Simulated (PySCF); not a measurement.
Correlation energy of Xe (xenon, neutral)

[Kr] 4d10 5s2 5p5 6s1, high-spin 3P determinant (an excited configuration). Calculation: PySCF 2.14, in aug-cc-pVQZ-PP with one added diffuse shell each of s, p, d, f, g type with ECP28MDF (8s8p6d4f3g, 117 functions); scalar relativity through the core potential. Frozen: 4s2 4p6 4d10; 8 electrons correlated.

MP2 pair energies summed by pair of shells (mhartree):

```json
{"pair": "5p-5p", "energy": "-82.58", "share (%)": "55.8"}
{"pair": "5s-5p", "energy": "-44.82", "share (%)": "30.3"}
{"pair": "5p-6s", "energy": "-11.43", "share (%)": "7.7"}
{"pair": "5s-5s", "energy": "-7.52", "share (%)": "5.1"}
{"pair": "5s-6s", "energy": "-1.57", "share (%)": "1.1"}
```

Total MP2 correlation energy: -147.92 mhartree.

Same-spin part -34.46 and opposite-spin part -113.47 mhartree; SCS-MP2 scales them by 1/3 and 6/5 to -147.64 mhartree.
